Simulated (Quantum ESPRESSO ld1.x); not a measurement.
Question: These are the eigenvalues of the occupied orbitals of an atom or ion with whole-number occupations (Ry). Method: Dirac Kohn-Sham, relativistic LDA (MacDonald-Vosko exchange, VWN5 correlation), spin-unpolarised, spherical densities, point nucleus; computed with ld1.x of Quantum ESPRESSO 7.5.

orbital  eigenvalue
1s1/2      -111.034
2s1/2      -8.50890
2p1/2      -5.76078
2p3/2      -5.72835
3s1/2      -1.09596

Which element is it, and in what charge state? The configuration may be excited. Open shells, if any, fill j = l - 1/2 first.

Answer: Z = 13, aluminium, charge +1: Al+ in [Ne] 3s2. The list shows which subshells hold electrons but not how many an open one holds; the 1s level, -55.517 hartree, gives Z - s = 10.5 by -(Z - s)^2/2, which with screening and relativity narrows Z to a few neighbours, and the depths of the outer levels then fix element, charge and occupations together.
